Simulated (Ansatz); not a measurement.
One change: `C#[C][Hf]([OH])([OH])[F]` becomes `[OH][Hf]([OH])([F])[F]`.

Ansatz, PBE0-D4/def2-TZVP geometries, multiplicity 1. Each molecule was computed in one conformer, which needn't be the lowest.

Elements past krypton have def2 core potentials.

```csv
property,`C#[C][Hf]([OH])([OH])[F]`
"ideal-gas entropy at 298 K and 1 bar (rigid rotor, harmonic PBE0-D4/def2-TZVP) / J/(mol·K)",416
HOMO–LUMO gap (B3LYP/def2-TZVPP) / eV,6.67
HOMO–LUMO gap (PBE0/def2-TZVPP) / eV,7.16
size of the dipole moment (ωB97M-V/def2-TZVPP) / D,2.91
LUMO energy (B3LYP/def2-TZVPP) / eV,-1.03
HOMO energy (ωB97M-V/def2-TZVPP) / eV,-10.20
```

Question: Give the same properties after the change, and the shifts. (An estimate is asked.)

Answer: Computed: 
```tsv
property	`[OH][Hf]([OH])([F])[F]`	shift
ideal-gas entropy at 298 K and 1 bar (rigid rotor, harmonic PBE0-D4/def2-TZVP) / J/(mol·K)	377	-39
HOMO–LUMO gap (B3LYP/def2-TZVPP) / eV	8.60	1.93
HOMO–LUMO gap (PBE0/def2-TZVPP) / eV	9.23	2.07
size of the dipole moment (ωB97M-V/def2-TZVPP) / D	3.34	0.43
LUMO energy (B3LYP/def2-TZVPP) / eV	-0.70	0.33
HOMO energy (ωB97M-V/def2-TZVPP) / eV	-12.03	-1.83
```

With PBE0 the HOMO falls by 1.62 eV and the LUMO rises by 0.45 eV, so the gap widens by about 2.07 eV. PBE moves the HOMO by -1.11 eV and ωB97M-V by -1.83 eV. The zero-point energy changes by -42.9 kJ/mol with -6 modes. Dipoles are sizes alone; their direction can turn.

B3LYP here is the variant with VWN-RPA as its local correlation; programs differ in this.
